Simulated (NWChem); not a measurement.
System: C$_{3}$H$_{3}$BF$_{2}$; SMILES C(#CC)B(F)F

Here is an NWChem input.

```
start job
memory heap 200 mb stack 900 mb global 1100 mb
geometry units angstroms noautosym nocenter noautoz
  C     -2.950490    -0.152294    -0.503675
  C     -1.524099    -0.077789    -0.258750
  C     -0.324285    -0.017253    -0.056314
  B      1.170901     0.060674     0.199850
  F      1.821834     1.207185     0.142908
  F      1.878487    -1.014621     0.490473
  H     -3.445185    -0.790800     0.244557
  H     -3.145970    -0.586533    -1.496737
  H     -3.414791     0.845214    -0.469712
end
basis spherical
  * library def2-svp
end
dft
  xc b3lyp
  iterations 150
  mulliken
end
task dft energy
esp
  recalculate
  probe 0.07
  range 0.3
  factor 1.0
  spacing 0.02
end
task esp
```

All runs use the structure optimised with PBE0/def2-SVP.

Atomic charges in e: unrestrained fits to the electrostatic potential beside Mulliken populations; buried atoms are poorly determined by the fit.

Atoms are numbered as in the input.

Problem. Predict the main results of this run. (B3LYP/def2-SVP.) Quantities: ESP C1; Mulliken C1; ESP C2; Mulliken C2; ESP C3; Mulliken C3; ESP B4; Mulliken B4; ESP F5; Mulliken F5; relative RMS misfit of the potential (%).

Solution. 
```
Quantity                                  Value
----------------------------------------  -----
ESP C1                                    -0.07
Mulliken C1                                0.08
ESP C2                                     0.15
Mulliken C2                                0.21
ESP C3                                    -0.55
Mulliken C3                               -0.39
ESP B4                                     0.93
Mulliken B4                                0.11
ESP F5                                    -0.33
Mulliken F5                               -0.08
relative RMS misfit of the potential (%)     25
```
